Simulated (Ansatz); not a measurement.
`[F][SnH2][CH2]Cl` and `[OH][SnH]([F])[CH2]Cl` differ in one atom or group.

Ansatz, PBE0-D4/def2-TZVP geometries, multiplicity 1. Each molecule was computed in one conformer, which needn't be the lowest.

Elements past krypton have def2 core potentials.

```
                                          property  `[F][SnH2][CH2]Cl`
             LUMO energy (ωB97M-V/def2-TZVPP) / eV                0.90
             HOMO–LUMO gap (B3LYP/def2-TZVPP) / eV                6.89
size of the dipole moment (ωB97M-V/def2-TZVPP) / D                1.14
  size of the dipole moment (B3LYP/def2-TZVPP) / D                1.17
                 LUMO energy (PBE/def2-TZVPP) / eV               -1.61
               HOMO energy (B3LYP/def2-TZVPP) / eV               -7.90
```

(1) What does the change do to each property? (Best estimate.)

Results:

(1) The calculation gave: 
```
                                          property  `[OH][SnH]([F])[CH2]Cl`  shift
             LUMO energy (ωB97M-V/def2-TZVPP) / eV                     1.03   0.13
             HOMO–LUMO gap (B3LYP/def2-TZVPP) / eV                     6.93   0.04
size of the dipole moment (ωB97M-V/def2-TZVPP) / D                     3.33   2.19
  size of the dipole moment (B3LYP/def2-TZVPP) / D                     3.33   2.16
                 LUMO energy (PBE/def2-TZVPP) / eV                    -1.80  -0.19
               HOMO energy (B3LYP/def2-TZVPP) / eV                    -8.11  -0.21
```

With PBE0 the HOMO falls by 0.21 eV and the LUMO falls by 0.11 eV, so the gap widens by about 0.10 eV. PBE moves the HOMO by -0.18 eV and ωB97M-V by -0.21 eV. The zero-point energy changes by 17.8 kJ/mol with +3 modes. Dipoles are sizes alone; their direction can turn.

B3LYP here is the variant with VWN-RPA as its local correlation; programs differ in this.
